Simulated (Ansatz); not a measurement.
The cluster Ga₃H₅, 8 atoms. Hardware: 4 threads of Arm Neoverse V2 on a shared host.

Correlated methods freeze 27 core orbitals; core or outer-core shells of Ga are correlated, in sets that lack core-valence functions.

Question: How many basis functions does each of these Ansatz runs have, and roughly what does it cost? B2PLYP/def2-TZVP, charge 0 singlet, energy, from earlier orbitals; LDA (SPW92)/def2-TZVP, charge 0 singlet, energy, from earlier orbitals; r2SCAN-D4/def2-TZVP, charge 1 doublet at the geometry of the charge 0 singlet, energy, from earlier orbitals; r2SCAN-D4/def2-TZVP, charge 0 singlet, energy, from earlier orbitals; PBE-D4/def2-SVP, charge 0 singlet, energy, from earlier orbitals; PBE0-D4/def2-SVP, charge 0 singlet, energy, from earlier orbitals; BHLYP-D4/def2-TZVP, charge 0 singlet, energy, from earlier orbitals; r2SCAN-D4/def2-SVP, charge 0 singlet, frequencies; PBE0-D4/def2-TZVP, charge 0 triplet at the geometry of the charge 0 singlet, energy; PBE0-D4/def2-TZVP, charge 1 doublet at the geometry of the charge 0 singlet, energy, from earlier orbitals; HSE06-D4/def2-TZVP, charge 0 singlet, energy, from earlier orbitals; r2SCAN-D4/def2-TZVPD, charge 0 singlet, energy, from earlier orbitals.

Answer: Other jobs shared the machine, so times can vary by a factor of up to 3. A dash marks memory too small to be measured apart from the calling script's.

```json
{"run": "LDA (SPW92)/def2-TZVP, charge 0 singlet, energy, from earlier orbitals", "functions": "174", "fitting or Cholesky vectors": "1324", "wall time": "1 s", "peak host memory (GiB)": "–"}
{"run": "PBE-D4/def2-SVP, charge 0 singlet, energy, from earlier orbitals", "functions": "121", "fitting or Cholesky vectors": "1355", "wall time": "1.1 s", "peak host memory (GiB)": "–"}
{"run": "PBE0-D4/def2-SVP, charge 0 singlet, energy, from earlier orbitals", "functions": "121", "fitting or Cholesky vectors": "1218", "wall time": "1.8 s", "peak host memory (GiB)": "–"}
{"run": "HSE06-D4/def2-TZVP, charge 0 singlet, energy, from earlier orbitals", "functions": "174", "fitting or Cholesky vectors": "1459", "wall time": "3 s", "peak host memory (GiB)": "0.65"}
{"run": "BHLYP-D4/def2-TZVP, charge 0 singlet, energy, from earlier orbitals", "functions": "174", "fitting or Cholesky vectors": "1579", "wall time": "3.3 s", "peak host memory (GiB)": "0.65"}
{"run": "B2PLYP/def2-TZVP, charge 0 singlet, energy, from earlier orbitals", "functions": "174", "fitting or Cholesky vectors": "1216", "wall time": "3.9 s", "peak host memory (GiB)": "–"}
{"run": "r2SCAN-D4/def2-TZVP, charge 0 singlet, energy, from earlier orbitals", "functions": "174", "fitting or Cholesky vectors": "1324", "wall time": "4.1 s", "peak host memory (GiB)": "–"}
{"run": "PBE0-D4/def2-TZVP, charge 1 doublet at the geometry of the charge 0 singlet, energy, from earlier orbitals", "functions": "174", "fitting or Cholesky vectors": "1216", "wall time": "6 s", "peak host memory (GiB)": "0.63"}
{"run": "r2SCAN-D4/def2-TZVPD, charge 0 singlet, energy, from earlier orbitals", "functions": "207", "fitting or Cholesky vectors": "1383", "wall time": "6 s", "peak host memory (GiB)": "–"}
{"run": "r2SCAN-D4/def2-TZVP, charge 1 doublet at the geometry of the charge 0 singlet, energy, from earlier orbitals", "functions": "174", "fitting or Cholesky vectors": "1324", "wall time": "8.5 s", "peak host memory (GiB)": "–"}
{"run": "PBE0-D4/def2-TZVP, charge 0 triplet at the geometry of the charge 0 singlet, energy", "functions": "174", "fitting or Cholesky vectors": "1216", "wall time": "11 s", "peak host memory (GiB)": "0.78"}
{"run": "r2SCAN-D4/def2-SVP, charge 0 singlet, frequencies", "functions": "121", "fitting or Cholesky vectors": "1355", "wall time": "77 s", "peak host memory (GiB)": "–"}
```
